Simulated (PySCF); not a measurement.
Re: electron affinity

Re⁻ [Xe] 4f14 5d6 6s2 (5D) → Re [Xe] 4f14 5d5 6s2 (6S), as a difference of total energies. Calculation: PySCF 2.14, in aug-cc-pwCVDZ-PP with ECP60MDF; a scalar-relativistic core potential. Correlated levels: valence and next inner shell: nothing frozen outside the core potential. The calculations carry no spin-orbit coupling.

```tsv
method	electron affinity (eV)	difference from reference (eV)
UHF	-1.944	-2.004
MP2 (valence and next inner shell)	-0.930	-0.990
SCS-MP2 (valence and next inner shell)	-0.935	-0.995
CCSD (valence and next inner shell)	-0.778	-0.838
CCSD(T) (valence and next inner shell)	-0.602	-0.662
```

Reference: 0.060 eV (measured; photodetachment measurements, as compiled on the Wikipedia data page of electron affinities).

The reference lies between the lowest fine-structure levels, while these numbers refer to the centres of the terms.

Errors of the correlated levels include the incompleteness of this basis.

A negative affinity means that the anion lies above the atom at that level of theory.

The coupled-cluster amplitudes are large for Re⁻ (T1 above 0.03 or a double amplitude above 0.15), so a single reference is strained.
